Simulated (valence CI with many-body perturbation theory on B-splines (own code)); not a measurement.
**Hyperfine factors and g values of Pt7+**

Calculated by relativistic CI+MBPT: three valence electrons over a frozen Dirac-Fock core [Xe] 4f14, radial functions for each j: 9 s, 9 p, 10 d, 8 f, 5 g, 3 h, 1 i, with the one-electron correlation potential Σ1 (screened to all orders), the two-electron term Σ2, the three-electron term Σ3, Breit, model QED; selected single and double excitations, second order for the rest, scaled by the run's own slope (own B-spline code, finite nucleus).

No measured levels were compared; by estimate terms of the open shell hold to 2 to 4 % of their energy, and close levels can change places; different configurations can be misplaced against each other by 1,000 to 8,000 cm⁻¹. Core correlation moves these levels by up to 16000 cm⁻¹, and in measured spectra 5 to 20 % of such shifts remained as error; rates that hang on mixing are uncertain with them. The list stops below the first excitations out of the core.

A/g_I is the dipole constant over the nuclear g factor μ/I (μ in nuclear magnetons, uniformly magnetised nucleus), B/Q the quadrupole constant per barn. Both hold the static response of the core; the bare values leave it out. Large factors of s and p1/2 electrons are usually good to 5 to 10 %; those of open d and f shells near neutrality can be off by tens of per cent, and small factors of p3/2, d and f electrons come from cancelling terms and can be off by a factor of two or in sign, in half-filled shells by more. B is blank for J = 1/2, where it vanishes, and for nearly pure S terms. Energies count from the lowest level.

Levels are named by their leading jj configuration (3d3/2^4 stands for four electrons in 3d with j = 3/2), which in mixed levels can hold well under half, so a name can repeat and another be missing. Letters in brackets count levels of one name in rising energy.

| Level | E (eV) | g | A/g_I (MHz) | A/g_I bare | B/Q (MHz/b) | B/Q bare |
| --- | --- | --- | --- | --- | --- | --- |
| (5d3/2^3) J=3/2 | 0.000 | 0.518 | 3990 | 2880 | -1390 | -1220 |
| (5d3/2^2 5d5/2) J=5/2 | 1.247 | 1.039 | 1420 | 1620 | -942 | -858 |
| (5d3/2^2 5d5/2) J=7/2 | 2.107 | 1.165 | 923 | 1510 | -388 | -421 |
| (5d3/2^2 5d5/2) J=3/2 | 2.388 | 1.360 | 122 | 1320 | -992 | -889 |
| (5d3/2^2 5d5/2) J=9/2 | 2.543 | 1.163 | 1050 | 1680 | 847 | 621 |
| (5d3/2^2 5d5/2) J=1/2 | 2.795 | 2.039 | -3960 | -1460 |  |  |
| (5d3/2 5d5/2^2) J=7/2 [a] | 3.935 | 0.976 | 1650 | 1640 | 777 | 699 |
| (5d3/2 5d5/2^2) J=9/2 | 4.126 | 1.099 | 1120 | 1480 | 1440 | 1240 |
| (5d3/2 5d5/2^2) J=5/2 [a] | 4.211 | 1.538 | -1.00e+03 | 500 | 1950 | 1660 |
| (5d3/2 5d5/2^2) J=3/2 [a] | 4.798 | 1.181 | 845 | 1500 | -2030 | -1780 |
| (5d3/2 5d5/2^2) J=1/2 | 5.019 | 1.297 | -771 | -362 |  |  |
| (5d3/2 5d5/2^2) J=11/2 | 5.349 | 1.091 | 1220 | 1580 | 4360 | 3820 |
| (5d3/2 5d5/2^2) J=5/2 [b] | 5.843 | 1.204 | 755 | 1410 | -436 | -364 |
| (5d3/2 5d5/2^2) J=5/2 [c] | 6.380 | 0.937 | 1560 | 1330 | 2510 | 2180 |
| (5d5/2^3) J=9/2 | 6.442 | 1.090 | 988 | 1240 | 1090 | 984 |
| (5d3/2 5d5/2^2) J=7/2 [b] | 6.609 | 1.127 | 1090 | 1570 | 1090 | 961 |
| (5d5/2^3) J=3/2 | 7.029 | 1.190 | 717 | 1350 | 416 | 399 |
| (5d3/2 5d5/2^2) J=3/2 [b] | 9.595 | 0.815 | 2730 | 2450 | 2440 | 2160 |
| (5d5/2^3) J=5/2 | 9.928 | 1.166 | 703 | 1190 | 1320 | 1190 |
| (5d3/2^2 6s) J=3/2 | 21.985 | 0.445 | -10900 | -10100 | 385 | 353 |
| (5d3/2^2 6s) J=5/2 | 22.441 | 1.025 | 14100 | 13000 | 303 | 270 |
| (5d3/2 5d5/2 6s) J=7/2 [a] | 23.920 | 1.230 | 10300 | 9800 | 883 | 729 |
| (5d3/2^2 6s) J=1/2 | 24.522 | 2.493 | 60400 | 56500 |  |  |
| (5d3/2 5d5/2 6s) J=5/2 [a] | 24.561 | 0.988 | -3850 | -3110 | 731 | 620 |
| (5d3/2 5d5/2 6s) J=9/2 | 25.054 | 1.294 | 9090 | 8870 | 2400 | 2030 |
| (5d3/2 5d5/2 6s) J=3/2 [a] | 25.379 | 1.566 | 10500 | 10300 | 1570 | 1340 |
| (5d3/2 5d5/2 6s) J=5/2 [b] | 25.432 | 1.323 | 13400 | 12700 | -1130 | -1050 |
| (5d3/2 5d5/2 6s) J=7/2 [b] | 26.033 | 1.034 | -5550 | -4470 | 3330 | 2930 |
| (5d3/2 5d5/2 6s) J=3/2 [b] | 26.044 | 1.064 | -945 | -484 | -1120 | -1010 |
| (5d3/2 5d5/2 6s) J=1/2 | 26.697 | 0.876 | -12600 | -11700 |  |  |
| (5d5/2^2 6s) J=9/2 | 27.320 | 1.150 | 9410 | 8790 | 4910 | 4380 |
| (5d5/2^2 6s) J=5/2 | 27.699 | 1.349 | 15300 | 14400 | -1490 | -1320 |
| (5d5/2^2 6s) J=7/2 | 27.705 | 1.005 | -6680 | -5700 | 3460 | 3060 |
| (5d5/2^2 6s) J=3/2 | 28.489 | 1.190 | -12900 | -10800 | -1530 | -1390 |
| (5d5/2^2 6s) J=1/2 | 31.388 | 1.969 | 73500 | 66900 |  |  |
| (5d3/2^2 6p1/2) J=5/2 | 33.450 | 0.708 | 6590 | 5910 | 745 | 653 |
| (5d3/2^2 6p1/2) J=3/2 | 34.180 | 0.696 | 506 | 230 | 160 | 164 |
| (5d3/2 5d5/2 6p1/2) J=7/2 [a] | 35.580 | 1.022 | 3790 | 3810 | 832 | 705 |
| (5d3/2 5d5/2 6p1/2) J=5/2 [a] | 35.751 | 1.104 | -632 | -52.3 | 206 | 168 |
| (5d3/2^2 6p1/2) J=1/2 | 35.927 | 0.674 | 17400 | 16100 |  |  |

(1) Take the isotope of mass number 195, with I = 1/2, μ = 0.6073 μN. What is the hyperfine structure of (5d3/2^2 5d5/2) J=5/2?

Results:

(1) From the table A = 1720 MHz. Shifts from the centre of gravity in MHz: F = 2: -3010, F = 3: 2150.
